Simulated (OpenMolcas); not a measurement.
**Tc5+: moving or changing the point charges**

Tc5+ among 6 point charges of -1.7 e arranged as an octahedron (Oh), 2.19 Å from the ion.
```
   2.1900    0.0000    0.0000  -1.70
   0.0000    2.1900    0.0000  -1.70
  -2.1900    0.0000    0.0000  -1.70
   0.0000   -2.1900    0.0000  -1.70
   0.0000    0.0000    2.1900  -1.70
   0.0000    0.0000   -2.1900  -1.70
```

* Program: OpenMolcas 26.06
* Method: CASSCF
* Basis: ANO-RCC-VDZP [6s5p3d1f]
* Scalar Hamiltonian: DKH2, point nucleus
* Active space: 2 electrons in 5 orbitals (4d)
* State averaging: 2S+1 = 3 even, 10 roots; 2S+1 = 1 even, 15 roots
* Spin-orbit coupling: state interaction with AMFI integrals over the reference wave functions

Runs around this geometry, states (labels of O, the rotations of Oh). Energies in cm-1 above the lowest state or level, χT in cm3 K/mol; under a threefold ground state the first gap can be a small split of the lowest multiplet, not the spin-orbit step; 10Dq and B are least-squares fits to the states below 45000 cm-1, weighted by degeneracy, with a free offset, and given where the rms deviation is under 5 % of |10Dq| (or 100 cm-1) and under 700 cm-1.

```
R (Å)  q (e)  Ground state  First state of that spin  10Dq  B (rms of fit)  First gap with spin-orbit (degeneracies)  χT at 300 K  First state of another spin
 2.19   -1.1           3T1                  3T2 2335  2839        939 (14)                              450.2 (2, 3)        0.167                    1T2 13163
 2.19   -1.7           3T1                  3T2 3627  4358        940 (24)                              408.6 (2, 3)        0.149                    1T2 13426
 2.42   -1.7           3T1                  3T2 2210  2687        939 (11)                              451.9 (2, 3)        0.171                    1T2 13140
```

Taking |10Dq| as R^-n, n = -ln(2687 / 4358) / ln(2.42 / 2.19) = 4.8 between the shortest and longest distance. The point-charge formula for a cubic d site gives n = 5.

Scaling the charges by -1.1 / -1.7 = 0.65 scales |10Dq| by 2839 / 4358 = 0.65; with fixed orbitals a first-order splitting would follow the charge.

An orbital triplet at a regular site is open to Jahn-Teller coupling, which can distort the site and quench the lowest spin-orbit gaps and is left out. Without dynamic correlation the repulsion within the d shell is too large (B by tens of per cent), so at a given field states of lower spin stand too high. This field is weak: 10Dq is about 2839 cm-1, while octahedral complexes of 4d ions of charge 3 and more, computed by the same method with explicit ligands, had a median near 25000 cm-1. Ground spin and moment need not be those of a real site (figures for R = 2.19, q = -1.1; the like holds for R = 2.19, q = -1.7, R = 2.42, q = -1.7). The ground term spreads over less than 5000 cm-1, several times less than with real ligands, so orbital moments are less quenched and χT lies further from the spin-only value than at real sites (holds for R = 2.42, q = -1.7). Point charges carry no covalency, so the field is a model and not that of real ligands. No measured value stands beside these numbers.
